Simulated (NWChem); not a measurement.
Program: NWChem. System: CHBrCl₂, charge 0, spin multiplicity 1, at a geometry optimised with PBE/def2-SVP. The structure started from a generated list of species. Level: PBE0/def2-TZVP.

Input file:

```
start mol
memory heap 200 mb stack 800 mb global 1000 mb
geometry units angstroms nocenter noautoz
  Cl     1.326154    -0.105180    -1.472391
  C      0.510891     0.467147     0.000000
  Cl     1.326154    -0.105180     1.472391
  Br    -1.391250    -0.022744     0.000000
  H      0.539168     1.569265     0.000000
  symmetry group Cs
end
basis spherical
  * library def2-tzvp
end
dft
  xc pbe0
  semidirect memsize 60000000 filesize 0
  iterations 100
end
task dft energy
```

Part of the output:

```
             Northwest Computational Chemistry Package (NWChem) 7.3.0
             --------------------------------------------------------

                                NWChem Input Module
                                -------------------

 Scaling coordinates for geometry "geometry" by  1.889725989
 (inverse scale =  0.529177249)

 Turning off AUTOSYM since
 SYMMETRY directive was detected!

                             Geometry "geometry" -> ""
                             -------------------------

 Output coordinates in angstroms (scale by  1.889725989 to convert to a.u.)

  No.       Tag          Charge          X              Y              Z
 ---- ---------------- ---------- -------------- -------------- --------------
    1 Cl                  17.0000     1.32615400    -0.10518000    -1.47239100
    2 C                    6.0000     0.51089100     0.46714700     0.00000000
    3 Cl                  17.0000     1.32615400    -0.10518000     1.47239100
    4 Br                  35.0000    -1.39125000    -0.02274400     0.00000000
    5 H                    1.0000     0.53916800     1.56926500     0.00000000

 Effective nuclear repulsion energy (a.u.)     390.8034459320

            Nuclear Dipole moment (a.u.)
            ----------------------------
        X                 Y               Z
 ---------------- ---------------- ----------------
     0.0000000000    -0.0000245664     0.0000000000

      Symmetry information
      --------------------

 Group name             Cs
 Group number              2
 Group order               2
 No. of unique centers     4

      Symmetry unique atoms

     1    2    4    5


 Summary of "ao basis" -> "" (spherical)
 ------------------------------------------------------------------------------
       Tag                 Description            Shells   Functions and Types
 ---------------- ------------------------------  ------  ---------------------
 *                         def2-tzvp                  on all atoms

                                 NWChem DFT Module
                                 -----------------

 Summary of "ao basis" -> "ao basis" (spherical)
 ------------------------------------------------------------------------------
       Tag                 Description            Shells   Functions and Types
 ---------------- ------------------------------  ------  ---------------------
 Cl                        def2-tzvp                13       37   5s5p2d1f
 C                         def2-tzvp                11       31   5s3p2d1f
 Br                        def2-tzvp                16       48   6s5p4d1f
 H                         def2-tzvp                 4        6   3s1p

 Summary of "ao basis" -> "ao basis" (spherical)
 ------------------------------------------------------------------------------
       Tag                 Description            Shells   Functions and Types
 ---------------- ------------------------------  ------  ---------------------
 Cl                        def2-tzvp                13       37   5s5p2d1f
 C                         def2-tzvp                11       31   5s3p2d1f
 Br                        def2-tzvp                16       48   6s5p4d1f
 H                         def2-tzvp                 4        6   3s1p

      Symmetry analysis of basis
      --------------------------

        a'         95
        a"         64

            General Information
            -------------------
          SCF calculation type: DFT
          Wavefunction type:  closed shell.
          No. of atoms     :     5
          No. of electrons :    76
           Alpha electrons :    38
            Beta electrons :    38
          Charge           :     0
          Spin multiplicity:     1
          Use of symmetry is: on ; symmetry adaption is: on
          Maximum number of iterations: 100
          AO basis - number of functions:   159
                     number of shells:    57
          Convergence on energy requested:  1.00D-06
          Convergence on density requested:  1.00D-05
          Convergence on gradient requested:  5.00D-04

              XC Information
              --------------
                         PBE0 Method XC Functional
                     Hartree-Fock (Exact) Exchange  0.250
          PerdewBurkeErnzerhof Exchange Functional  0.750
            Perdew 1991 LDA Correlation Functional  1.000 local
           PerdewBurkeErnz. Correlation Functional  1.000 non-local

             Grid Information
             ----------------
          Grid used for XC integration:  medium
          Radial quadrature: Mura-Knowles
          Angular quadrature: Lebedev.
          Tag              B.-S. Rad. Rad. Pts. Rad. Cut. Ang. Pts.
          ---              ---------- --------- --------- ---------
          Cl                  1.00       88          10.0       590
          C                   0.70       49           8.0       434
          Br                  1.15      112          10.0       590
          H                   0.35       45           9.0       434
          Grid pruning is: on
          Number of quadrature shells:   294
          Spatial weights used:  Erf1

          Convergence Information
          -----------------------
          Convergence aids based upon iterative change in
          total energy or number of iterations.
          Levelshifting, if invoked, occurs when the
          HOMO/LUMO gap drops below (HL_TOL):  1.00D-02
          DIIS, if invoked, will attempt to extrapolate
          using up to (NFOCK): 10 stored Fock matrices.

                    Damping( 0%)  Levelshifting(0.5)       DIIS
                  --------------- ------------------- ---------------
          dE  on:    start            ASAP                start
          dE off:    2 iters        100 iters           100 iters

      Screening Tolerance Information
      -------------------------------
          Density screening/tol_rho:  1.00D-10
          AO Gaussian exp screening on grid/accAOfunc:  14
          CD Gaussian exp screening on grid/accCDfunc:  20
          XC Gaussian exp screening on grid/accXCfunc:  20
          Schwarz screening/accCoul:  1.00D-08

      Superposition of Atomic Density Guess
      -------------------------------------

 Sum of atomic energies:       -3529.52551468

      Non-variational initial energy
      ------------------------------

 Total energy =   -3530.472096
 1-e energy   =   -5683.417123
 2-e energy   =    1762.141581
 HOMO         =      -0.355563
 LUMO         =      -0.009801

      Symmetry analysis of molecular orbitals - initial
      -------------------------------------------------

  Numbering of irreducible representations:

     1 a'          2 a"

  Orbital symmetries:

     1 a'          2 a'          3 a"          4 a'          5 a'
     6 a"          7 a'          8 a'          9 a'         10 a"
    11 a'         12 a'         13 a"         14 a'         15 a'
    16 a"         17 a"         18 a'         19 a"         20 a'
    21 a'         22 a'         23 a"         24 a"         25 a'
    26 a'         27 a"         28 a'         29 a'         30 a'
    31 a"         32 a'         33 a"         34 a'         35 a"
    36 a'         37 a"         38 a'         39 a'         40 a'
    41 a"         42 a'         43 a'         44 a"         45 a'
    46 a"         47 a'         48 a'

------------------------------------------------------------
EAF file 0: "./mol.aoints.0" size=524288 bytes
------------------------------------------------------------
               write      read    awrite     aread      wait
               -----      ----    ------     -----      ----
     calls:        1         0         0         0         0
   data(b): 5.24e+05  0.00e+00  0.00e+00  0.00e+00
   time(s): 0.00e+00  0.00e+00  0.00e+00  0.00e+00  0.00e+00
rate(mb/s): 0.00e+00  0.00e+00
------------------------------------------------------------

   convergence    iter        energy       DeltaE   RMS-Dens  Diis-err    time
 ---------------- ----- ----------------- --------- --------- ---------  ------
 d= 0,ls=0.0,diis     1  -3532.4962450936 -3.92D+03  8.51D-03  1.96D+00     7.5
 d= 0,ls=0.0,diis     2  -3532.1541402991  3.42D-01  6.00D-03  4.43D+00     8.2
 d= 0,ls=0.0,diis     3  -3532.6340247775 -4.80D-01  9.88D-04  9.82D-02     9.0
 d= 0,ls=0.0,diis     4  -3532.6459422176 -1.19D-02  1.87D-04  2.38D-03     9.8
 d= 0,ls=0.0,diis     5  -3532.6462074412 -2.65D-04  2.73D-05  7.17D-05    10.6
  Resetting Diis
 d= 0,ls=0.0,diis     6  -3532.6462148840 -7.44D-06  8.08D-06  4.18D-06    11.4
 d= 0,ls=0.0,diis     7  -3532.6462153631 -4.79D-07  3.30D-06  1.98D-07    12.3

         Total DFT energy =    -3532.646215363138
      One electron energy =    -5684.043192880043
           Coulomb energy =     1913.547907936261
    Exchange-Corr. energy =     -152.954376351379
 Nuclear repulsion energy =      390.803445932024

 Numeric. integr. density =       75.999998370480

     Total iterative time =     10.4s

                  Occupations of the irreducible representations
                  ----------------------------------------------

                     irrep           alpha         beta
                     --------     --------     --------
                     a'               24.0         24.0
                     a"               14.0         14.0

                       DFT Final Molecular Orbital Analysis
                       ------------------------------------

 Vector   36  Occ=2.000000D+00  E=-3.364379D-01  Symmetry=a'
              MO Center=  8.8D-01,  1.7D-02,  1.0D-12, r^2= 3.9D+00
   Bfn.  Coefficient  Atom+Function         Bfn.  Coefficient  Atom+Function
  ----- ------------  ---------------      ----- ------------  ---------------
    16      0.296148  1 Cl py                84      0.296148  3 Cl py
   121      0.205569  4 Br px                19      0.200425  1 Cl py
    87      0.200425  3 Cl py                15      0.181553  1 Cl px
    83      0.181553  3 Cl px                13      0.140603  1 Cl py
    81      0.140603  3 Cl py               115     -0.141055  4 Br px

 Vector   37  Occ=2.000000D+00  E=-3.200913D-01  Symmetry=a'
              MO Center= -1.1D+00,  2.0D-02, -1.5D-14, r^2= 2.2D+00
   Bfn.  Coefficient  Atom+Function         Bfn.  Coefficient  Atom+Function
  ----- ------------  ---------------      ----- ------------  ---------------
   122      0.493385  4 Br py               116     -0.333927  4 Br py
   119      0.303573  4 Br py               125      0.290686  4 Br py
   121     -0.142926  4 Br px               113      0.101715  4 Br py
    15     -0.097471  1 Cl px                83     -0.097471  3 Cl px
   115      0.096098  4 Br px               118     -0.087111  4 Br px

 Vector   38  Occ=2.000000D+00  E=-3.124464D-01  Symmetry=a"
              MO Center= -5.9D-01, -3.5D-02,  4.9D-15, r^2= 3.6D+00
   Bfn.  Coefficient  Atom+Function         Bfn.  Coefficient  Atom+Function
  ----- ------------  ---------------      ----- ------------  ---------------
   123      0.468087  4 Br pz               117     -0.313648  4 Br pz
   120      0.285132  4 Br pz               126      0.268739  4 Br pz
    15     -0.220133  1 Cl px                83      0.220133  3 Cl px
    18     -0.144907  1 Cl px                86      0.144907  3 Cl px
    12     -0.103359  1 Cl px                80      0.103359  3 Cl px

 Vector   39  Occ=0.000000D+00  E=-5.706403D-02  Symmetry=a'
              MO Center= -1.8D-01,  4.7D-02,  6.9D-14, r^2= 4.2D+00
   Bfn.  Coefficient  Atom+Function         Bfn.  Coefficient  Atom+Function
  ----- ------------  ---------------      ----- ------------  ---------------
    41      0.709949  2 C  s                124     -0.440312  4 Br px
    42      0.317600  2 C  s                111     -0.299984  4 Br s
   121     -0.285491  4 Br px                40      0.222926  2 C  s
   115      0.198963  4 Br px                20     -0.194755  1 Cl pz
    88      0.194755  3 Cl pz               118     -0.195634  4 Br px

 Vector   40  Occ=0.000000D+00  E=-2.902509D-03  Symmetry=a'
              MO Center=  5.5D-01,  9.7D-02,  3.1D-13, r^2= 4.1D+00
   Bfn.  Coefficient  Atom+Function         Bfn.  Coefficient  Atom+Function
  ----- ------------  ---------------      ----- ------------  ---------------
    49      0.614945  2 C  px                41      0.441994  2 C  s
   111      0.427865  4 Br s                 20     -0.400341  1 Cl pz
    46      0.399613  2 C  px                88      0.400341  3 Cl pz
   124      0.375781  4 Br px                43      0.351145  2 C  px
     5     -0.347854  1 Cl s                 73     -0.347854  3 Cl s

 Vector   41  Occ=0.000000D+00  E= 1.313990D-02  Symmetry=a"
              MO Center=  8.7D-01,  1.2D-01, -2.5D-13, r^2= 3.8D+00
   Bfn.  Coefficient  Atom+Function         Bfn.  Coefficient  Atom+Function
  ----- ------------  ---------------      ----- ------------  ---------------
    51      0.720980  2 C  pz                 5      0.536028  1 Cl s
    73     -0.536028  3 Cl s                 48      0.461014  2 C  pz
    45      0.370556  2 C  pz                20      0.334289  1 Cl pz
    88      0.334289  3 Cl pz                18     -0.318096  1 Cl px
    86      0.318096  3 Cl px                19      0.230183  1 Cl py

 center of mass
 --------------
 x =  -0.13647248 y =  -0.02304819 z =   0.00000000

 moments of inertia (a.u.)
 ------------------
         562.484789493800          13.046116080715           0.000000000000
          13.046116080715        1542.267492111362           0.000000000000
           0.000000000000           0.000000000000        1021.859842704470

     Multipole analysis of the density
     ---------------------------------

     L   x y z        total         alpha         beta         nuclear
     -   - - -        -----         -----         ----         -------
     0   0 0 0     -0.000000    -38.000000    -38.000000     76.000000

     1   1 0 0      0.037849      0.018924      0.018924      0.000000
     1   0 1 0      0.412886      0.206455      0.206455     -0.000025
     1   0 0 1     -0.000000     -0.000000     -0.000000      0.000000

     2   2 0 0    -36.456577   -249.271168   -249.271168    462.085759
     2   1 1 0      0.588917      2.717301      2.717301     -4.845686
     2   1 0 1     -0.000000     -0.000000     -0.000000      0.000000
     2   0 2 0    -35.403078    -25.140409    -25.140409     14.877740
     2   0 1 1     -0.000000     -0.000000     -0.000000      0.000000
     2   0 0 2    -36.884827   -150.053629   -150.053629    263.222432

 Task  times  cpu:       12.3s     wall:       12.3s

 Total times  cpu:       12.3s     wall:       12.3s
```
